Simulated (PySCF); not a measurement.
Precursor series Nb F-NH2. Isolated molecules, 0 K electronic values unless said otherwise. One relaxed conformer stands for each flexible species; it need not be the lowest.

Calculation: TPSSh-D3(BJ)/def2-TZVP // r2SCAN-D4/def2-SVP run with PySCF. All candidates: neutral, multiplicity 1. 

| Property | Result |
|---|---|
| LUMO | -1.62 eV |
| HOMO | -6.36 eV |
| HOMO–LUMO gap | 4.74 eV |

**Question.** Which member has these values?
A. [Nb(F)4(NH2)]
B. [Nb(F)3(NH2)2]
C. [Nb(F)(NH2)4]
D. [Nb(NH2)5]

**Answer.** C, [Nb(F)(NH2)4]. The others give [Nb(F)3(NH2)2]: -3.22 eV, -7.24 eV, 4.02 eV; [Nb(NH2)5]: -1.33 eV, -5.70 eV, 4.36 eV; [Nb(F)4(NH2)]: -3.57 eV, -8.15 eV, 4.59 eV
